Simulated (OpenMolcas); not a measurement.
## InPH6 (SMILES [PH3+][InH3-]): methods side by side

The species is InPH6 (8 atoms), meant as a singlet with charge 0. SMILES: `[PH3+][InH3-]`. Geometry: relaxed at PBE0-D4/def2-TZVP.

| atom | x (Å) | y (Å) | z (Å) |
| --- | --- | --- | --- |
| P | -0.5933 | 0.0626 | -1.0266 |
| In | 0.8220 | -0.0999 | 1.3628 |
| H | -1.9975 | -0.0772 | -1.0218 |
| H | -0.3189 | -0.8557 | -2.0621 |
| H | -0.5268 | 1.2405 | -1.8008 |
| H | 0.0233 | 1.2408 | 2.1119 |
| H | 2.3761 | 0.1407 | 0.6389 |
| H | 0.3074 | -1.7088 | 1.7418 |

Each level gives the dipole moment (D). The values are calculated.

```json
{"level": "SVWN5/def2-SVP (core potential)", "kind": "LDA", "program": "OpenMolcas", "value (D)": "4.13", "CPU time": "14 s"}
{"level": "BLYP/def2-SVP (core potential)", "kind": "GGA", "program": "OpenMolcas", "value (D)": "3.92", "CPU time": "21 s"}
{"level": "revPBE/def2-SVP (core potential)", "kind": "GGA", "program": "OpenMolcas", "value (D)": "3.95", "CPU time": "21 s"}
{"level": "M06-L/def2-SVP (core potential)", "kind": "meta-GGA", "program": "OpenMolcas", "value (D)": "3.91", "CPU time": "26 s"}
{"level": "TPSS/def2-SVP (core potential)", "kind": "meta-GGA", "program": "OpenMolcas", "value (D)": "3.98", "CPU time": "27 s"}
{"level": "B3LYP/def2-SVP (core potential)", "kind": "global hybrid", "program": "OpenMolcas", "value (D)": "?", "CPU time": "20 s"}
{"level": "M06-2X/def2-SVP (core potential)", "kind": "hybrid meta-GGA", "program": "OpenMolcas", "value (D)": "4.02", "CPU time": "23 s"}
{"level": "PBE0/def2-SVP (core potential)", "kind": "global hybrid", "program": "OpenMolcas", "value (D)": "?", "CPU time": "20 s"}
```

(1) Estimate what the levels marked ? give.

Answers

(1) As computed at these levels: B3LYP/def2-SVP (core potential): 3.96 D; PBE0/def2-SVP (core potential): 4.03 D. The values span 3.91 to 4.13 D. CPU times are rough (shared hosts, several kinds of processor): they show what a rung costs within a factor of a few.
